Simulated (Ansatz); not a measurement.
`CC(F)C[SiH3]` + `N[SiH2][SiH2]Cl` → `[SiH3]N[SiH2][SiH2]Cl` + `CC(C)F`  (ligand exchange at the Si–C bond)

Computed with Ansatz on PBE0-D4/def2-TZVP structures; ΔE is electronic, products minus reactants. CBS: MP2 limit from def2 TZ/QZ plus the TZ coupled-cluster correction, frozen cores. Functionals use def2-TZVPP. B3LYP here is the variant with VWN-RPA as its local correlation; programs differ in this. Each species was taken in one conformer, which may not be the lowest.

CCSD(T)/CBS gives -63.7 kJ/mol.

Another level gave -60.3 kJ/mol. Which?
A. HF/def2-TZVPP
B. r2SCAN/def2-TZVPP
C. PBE/def2-TZVPP
D. B3LYP-D4/def2-TZVPP

B. r2SCAN -60.3, PBE -52.6, B3LYP-D4 -65.5, HF/def2-TZVPP -70.1 kJ/mol.

Largest T1 diagnostic among the species: 0.011.

From BLYP to BHLYP (50 % exact exchange), in def2-TZVPP and without D4, ΔE moves by −8.5 kJ/mol. The D4 term adds −5.7 kJ/mol with B3LYP and −3.3 kJ/mol with PBE0; it sums over pairs of atoms, weighted by their polarisabilities, and B3LYP, whose exchange is more repulsive, gets the larger term. In def2-TZVPP, CCSD(T) changes the Hartree–Fock value by +6.9 kJ/mol (the triples alone add +0.8 kJ/mol) and MP2 by +4.9 kJ/mol.

CCSD(T)/CBS has its own doubt, a few kJ/mol and more with outer-core shells, so smaller differences from it don't rank the levels.
